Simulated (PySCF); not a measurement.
trimethylboroxine (C₃H₉B₃O₃), singlet, at a GFN2-xTB geometry; B3LYP-D4/STO-3G in PySCF.

PySCF was given this input:
```python
from pyscf import gto, scf, dft

mol = gto.Mole()
mol.atom = '''
    C    -1.88395612   -2.27603110   -0.19044238
    B    -0.87190410   -1.05674841   -0.09615793
    O     0.47004841   -1.27270533    0.04483004
    B     1.35009723   -0.23070259    0.14235499
    C     2.90538755   -0.50419483    0.30298053
    O     0.86423434    1.04578587    0.09599612
    B    -0.47285194    1.29171753   -0.04663207
    C    -1.02286120    2.77925774   -0.11210905
    O    -1.32942531    0.23068972   -0.14120135
    H    -1.38725937   -3.18978592   -0.50066549
    H    -2.69630027   -2.06716824   -0.88002264
    H    -2.33445810   -2.46363513    0.78177321
    H     3.29289147   -1.03354151   -0.56390256
    H     3.10060956   -1.13590232    1.16551924
    H     3.46912033    0.41574807    0.41763267
    H    -1.89407176    2.90521266    0.52450806
    H    -0.26974731    3.50276142    0.18249627
    H    -1.33777140    3.02062529   -1.12473696
'''
mol.basis = 'sto-3g'
mol.verbose = 4
mol.build()

mf = dft.RKS(mol)
mf.xc = 'b3lyp'
mf.disp = 'd4'
mf.kernel()
```

Task: Predict the main parts of the log of this PySCF run.

Result: 
```
PySCF version 2.14.0

[INPUT] verbose = 4
[INPUT] num. atoms = 18
[INPUT] num. electrons = 66
[INPUT] charge = 0
[INPUT] spin (= nelec alpha-beta = 2S) = 0
[INPUT] symmetry False subgroup None
[INPUT] Mole.unit = angstrom
[INPUT] Symbol           X                Y                Z      unit          X                Y                Z       unit  Magmom
[INPUT]  1 C     -1.883956120000  -2.276031100000  -0.190442380000 AA   -3.560161097498  -4.301075429993  -0.359883940710 Bohr   0.0
[INPUT]  2 B     -0.871904100000  -1.056748410000  -0.096157930000 AA   -1.647659955885  -1.996965077470  -0.181712152405 Bohr   0.0
[INPUT]  3 O      0.470048410000  -1.272705330000   0.044830040000 AA    0.888262760187  -2.405064510974   0.084716497753 Bohr   0.0
[INPUT]  4 B      1.350097230000  -0.230702590000   0.142354990000 AA    2.551314006234  -0.435964711328   0.269011943565 Bohr   0.0
[INPUT]  5 C      2.905387550000  -0.504194830000   0.302980530000 AA    5.490386755221  -0.952790142122   0.572550222776 Bohr   0.0
[INPUT]  6 O      0.864234340000   1.045785870000   0.095996120000 AA    1.633166210044   1.976248879240   0.181406375821 Bohr   0.0
[INPUT]  7 B     -0.472851940000   1.291717530000  -0.046632070000 AA   -0.893560664069   2.440992362000  -0.088121840922 Bohr   0.0
[INPUT]  8 C     -1.022861200000   2.779257740000  -0.112109050000 AA   -1.932927531444   5.252035958178  -0.211855400585 Bohr   0.0
[INPUT]  9 O     -1.329425310000   0.230689720000  -0.141201350000 AA   -2.512249738965   0.435940390553  -0.266831879919 Bohr   0.0
[INPUT] 10 H     -1.387259370000  -3.189785920000  -0.500665490000 AA   -2.621540273037  -6.027821784794  -0.946120656121 Bohr   0.0
[INPUT] 11 H     -2.696300270000  -2.067168240000  -0.880022640000 AA   -5.095269059891  -3.906381826999  -1.663001773017 Bohr   0.0
[INPUT] 12 H     -2.334458100000  -2.463635130000   0.781773210000 AA   -4.411486458273  -4.655595666557   1.477337258422 Bohr   0.0
[INPUT] 13 H      3.292891470000  -1.033541510000  -0.563902560000 AA    6.222663036216  -1.953110392269  -1.065621399341 Bohr   0.0
[INPUT] 14 H      3.100609560000  -1.135902320000   1.165519240000 AA    5.859302887608  -2.146544289058   2.202512156511 Bohr   0.0
[INPUT] 15 H      3.469120330000   0.415748070000   0.417632670000 AA    6.555687316861   0.785649989117   0.789211366971 Bohr   0.0
[INPUT] 16 H     -1.894071760000   2.905212660000   0.524508060000 AA   -3.579276886673   5.490056261019   0.991176583527 Bohr   0.0
[INPUT] 17 H     -0.269747310000   3.502761420000   0.182496270000 AA   -0.509748538738   6.619259763493   0.344867969055 Bohr   0.0
[INPUT] 18 H     -1.337771400000   3.020625290000  -1.124736960000 AA   -2.528021563276   5.708154523035  -2.125444816576 Bohr   0.0

nuclear repulsion = 415.219515055801
number of shells = 36
number of NR pGTOs = 162
number of NR cGTOs = 54
basis = sto-3g
ecp = {}

******** <class 'pyscf.dft.rks.RKS'> ********
method = RKS
initial guess = minao
damping factor = 0
level_shift factor = 0
DIIS = <class 'pyscf.scf.diis.CDIIS'>
diis_start_cycle = 1
diis_space = 8
diis_damp = 0
SCF conv_tol = 1e-09
SCF conv_tol_grad = None
SCF max_cycles = 50
direct_scf = True
direct_scf_tol = 1e-13
XC library pyscf.dft.libxc version 7.1.2
    S. Lehtola, C. Steigemann, M. J. T. Oliveira, and M. A. L. Marques,  SoftwareX 7, 1–5 (2018)
XC functionals = b3lyp
    P. J. Stephens, F. J. Devlin, C. F. Chabalowski, and M. J. Frisch,  J. Phys. Chem. 98, 11623 (1994)
radial grids:
    Treutler-Ahlrichs [JCP 102, 346 (1995); DOI:10.1063/1.469408] (M4) radial grids

becke partition: Becke, JCP 88, 2547 (1988); DOI:10.1063/1.454033
pruning grids: <function nwchem_prune>
grids dens level: 3
symmetrized grids: False
atomic radii adjust function: <function treutler_atomic_radii_adjust>
small_rho_cutoff = 0
Set gradient conv threshold to 3.16228e-05
Initial guess from minao.
tot grids = 215016
Calc dispersion correction with DFTD4.
Parameters: xc=b3lyp, atm=True
init E= -416.12329877738
  HOMO = -0.384940269600978  LUMO = -0.0207211525961071  gap/eV = 9.91091
cycle= 1 E= -414.683839950401  delta_E= 1.44  |g|= 0.838  |ddm|=  5.4
  HOMO = -0.0724662078671398  LUMO = 0.122454255236471  gap/eV = 5.30406
cycle= 2 E= -414.554207668878  delta_E= 0.13  |g|= 1.13  |ddm|= 2.34
  HOMO = -0.208637429918643  LUMO = 0.102238200241699  gap/eV = 8.45936
cycle= 3 E= -414.913398921961  delta_E= -0.359  |g|= 0.0729  |ddm|=  1.3
  HOMO = -0.210059525257075  LUMO = 0.100073228057533  gap/eV = 8.43914
cycle= 4 E= -414.914895818981  delta_E= -0.0015  |g|= 0.0177  |ddm|= 0.116
  HOMO = -0.211889523191896  LUMO = 0.0990669848283739  gap/eV = 8.46156
cycle= 5 E= -414.914990699492  delta_E= -9.49e-05  |g|= 0.000902  |ddm|= 0.0248
  HOMO = -0.211373228308647  LUMO = 0.0995922671657199  gap/eV = 8.46180
cycle= 6 E= -414.914991090771  delta_E= -3.91e-07  |g|= 0.000144  |ddm|= 0.00205
  HOMO = -0.211405254416773  LUMO = 0.09953742718956  gap/eV = 8.46118
cycle= 7 E= -414.914991096393  delta_E= -5.62e-09  |g|= 8.97e-05  |ddm|= 0.000288
  HOMO = -0.211412032771924  LUMO = 0.0995358584079613  gap/eV = 8.46132
cycle= 8 E= -414.9149910986  delta_E= -2.21e-09  |g|= 1.21e-05  |ddm|= 0.000106
  HOMO = -0.211409351505095  LUMO = 0.0995368445342832  gap/eV = 8.46128
cycle= 9 E= -414.914991098641  delta_E= -4.08e-11  |g|= 1.48e-06  |ddm|= 1.36e-05
  HOMO = -0.211408929844305  LUMO = 0.0995369630138384  gap/eV = 8.46127
Extra cycle  E= -414.914991098642  delta_E= -1.02e-12  |g|= 1.53e-06  |ddm|= 3.43e-06
converged SCF energy = -414.914991098642
```
